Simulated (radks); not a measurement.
Ionisation of the potassium ion K+, [Ar], to [Ne] 3s2 3p5 as the strength of local exchange is varied. Calculated with a radial shooting solver on a logarithmic mesh with Libxc functionals: non-relativistic Kohn-Sham, Slater X-alpha exchange (alpha = 2/3 is LDA exchange), no correlation, spin-unpolarised, spherical densities, point nucleus.

alpha	E(K+) (hartree)	exchange (hartree)	IE (eV)	-e of the level emptied (eV)	<r> of it (bohr)
0.596	-593.38684	-26.72712	29.162	22.258 (3p)	1.455
0.621	-594.50884	-27.89252	29.622	22.687 (3p)	1.448
0.667	-596.57797	-30.04611	30.478	23.486 (3p)	1.436
0.737	-599.73821	-33.34638	31.803	24.726 (3p)	1.419
0.782	-601.77717	-35.48266	32.669	25.538 (3p)	1.408
0.851	-604.91477	-38.78057	34.018	26.807 (3p)	1.391

NIST Atomic Spectra Database: 31.625 eV (measured). The Delta-SCF value meets it near alpha = 0.73. Spin polarisation and multiplet splitting are left out, so open shells lie too high by an amount that depends on their filling.

Beside tabulated values, note that spin-unpolarised runs miss the spin-polarisation part of the exchange energy of open shells.
